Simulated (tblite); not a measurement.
Compound: C6H6NO2 (charge -1).
Geometry (GFN2-xTB, Å), atoms numbered from 1 in this order:
```
atom  x, y, z in Å
C1    -2.4830    0.0384    0.7154
C2    -1.0369   -0.3362    0.3537
O3    -0.5912   -1.4167    0.7853
C4    -0.3937    0.6058   -0.4604
C5     0.9056    0.5796   -0.9827
O6     1.3636    1.3923   -1.7961
C7     1.8266   -0.5817   -0.5001
C8     2.7873   -0.0914    0.4278
N9     3.5639    0.3067    1.1758
H10   -2.5008    0.9923    1.2403
H11   -2.9123   -0.7314    1.3542
H12   -3.0852    0.1307   -0.1874
H13   -0.9906    1.4549   -0.7740
H14    2.3441   -1.0044   -1.3659
H15    1.1981   -1.3309   -0.0077
```

All values are computed: GFN2-xTB (tblite) harmonic vibrations without scaling, gas phase. Errors from tens to a few hundred cm⁻¹ against measured bands are possible. One conformer, not necessarily the lowest.

Harmonic wavenumbers (cm⁻¹): 35.2, 76.3, 89.4, 146.9, 153.5, 225.5, 331.4, 384.0, 403.5, 443.0, 509.2, 567.0, 624.3, 669.7, 792.4, 827.0, 912.5, 958.3, 983.2, 994.4, 1031.5, 1092.9, 1174.1, 1210.1, 1272.4, 1361.0, 1383.2, 1438.6, 1486.2, 1492.8, 1626.3, 1662.7, 2371.0, 2916.7, 2948.0, 2999.7, 3006.2, 3021.2, 3031.2.

A = 2654, B = 1063, C = 852.0 MHz; mass 124.040 u (most abundant isotopes); point group C1, symmetry number 1.

Problem. Zero-point energy?

Solution. Half the sum of the wavenumbers: 23326 cm⁻¹ = 279.04 kJ/mol.

Problem. What is S at 500 K and 1 bar for an ideal gas of classical rigid rotors and harmonic oscillators?

Solution. Translation 179.72, rotation 128.97, vibration 186.99: S = 495.7 J/(mol K).

Problem. And Cp and H(500 K) − H(0)?

Solution. Cp = 201.82 J/(mol K), of which vibrations give 168.56 (their classical limit is 39 R = 324.3); H(500 K) − H(0) = 62.52 kJ/mol without the zero-point energy, 45.89 from vibrations.

Problem. Which modes carry the vibrational entropy at 500 K?

Solution. 35.2 cm⁻¹: 27.36; 76.3 cm⁻¹: 20.94; 89.4 cm⁻¹: 19.63; 146.9 cm⁻¹: 15.54; 153.5 cm⁻¹: 15.18; 225.5 cm⁻¹: 12.05 J/(mol K); the other 33 give 76.30 together.

Problem. How do the functions run with temperature in this model?

Solution. 
```tsv
T (K)	S (J/(mol K))	Cp (J/(mol K))	H − H(0) (kJ/mol)	G − H(0) (kJ/mol)	ln q(vib)
150	327.2	93.4	9.73	-39.35	3.24
250	382.9	127.6	20.79	-74.95	5.70
298.15	406.8	143.8	27.32	-93.97	6.85
400	453.6	175.5	43.62	-137.82	9.21
600	534.5	223.5	83.83	-236.85	13.62
900	634.5	268.9	158.30	-412.74	19.68
```

q(vib) and H(0) count from the zero-point level.

Hindered rotation and anharmonicity are outside this model. Other conformers, if any are populated, would add a mixing term that is left out. The structure is chiral; the term R ln 2 for an equal mix with its mirror image is left out.
